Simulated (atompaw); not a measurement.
# What one change does to a pseudopotential (cobalt, PAW (atompaw))

| Quantity | Value |
| --- | --- |
| Element | Co (Z = 27) |
| Generator | atompaw 4.2.0.5 |
| Type | PAW |
| Functional | PBEsol |
| Relativity | scalar-relativistic |
| Frozen core | [Ne] |
| Valence charge | 17 |
| Reference configuration | 3s2 3p6 3d7 4s0 4p0 (charge +2) |
| Partial waves | 3s (bound): rc 0.95 bohr; 4s (bound, empty): rc 1.35 bohr; 3p (bound): rc 1.00 bohr; 4p (bound, empty): rc 1.75 bohr; 3d (bound): rc 1.75 bohr; 3d channel at 0.2 Ry: rc 1.75 bohr |
| Local potential | ultrasoft scheme with l = 3 at 0 Ry, radius 1.25 bohr |
| Core correction | smooth core density matched at 1.35 bohr |
| Augmentation charge | sinc compensation charge, radius 1.70 bohr; PAW radius 1.75 bohr; waves and projectors: custom polynom vanderbiltortho |

Change: all radii scaled by about 0.78 (s 0.74, p 0.78, d 1.36 bohr); local potential ultrasoft scheme with l = 3 at 0 Ry, radius 0.98 bohr; augmentation sinc compensation charge, radius 1.32 bohr; PAW radius 1.36 bohr; waves and projectors: custom polynom vanderbiltortho; core correction smooth core density matched at 1.06 bohr.

Cutoffs: the cutoffs (Ry, on a coarse ladder) from which the occupation-weighted sum of valence levels, in a spherical-Bessel basis at the reference potential, stays within 10 and 1 mRy of its value at 400 Ry; they do not see the model core or the augmentation charge, which bear on the density cutoff.

Task: What does the change do?

Result: The potential gets harder (80 Ry and 140 Ry → 120 Ry and 200 Ry); neither file shows a bound ghost. A smaller radius makes the pseudo-wave follow the all-electron one further in, where it bends more sharply, so more plane waves are needed.

```tsv
quantity	base	changed
cutoff, loose	80 Ry	120 Ry
cutoff, tight	140 Ry	200 Ry
loose cutoff by channel (10 mRy a level)	s 30 Ry, p 60 Ry, d 30 Ry	s 100 Ry, p 70 Ry, d 45 Ry
bound ghosts	none	none
lowest overlap eigenvalue by channel	s 0.74, p 0.51, d 0.93	s 0.02, p 0.55, d 0.93
```

 The cutoffs see the waves, projectors and local potential, not the compensation charge or the core.
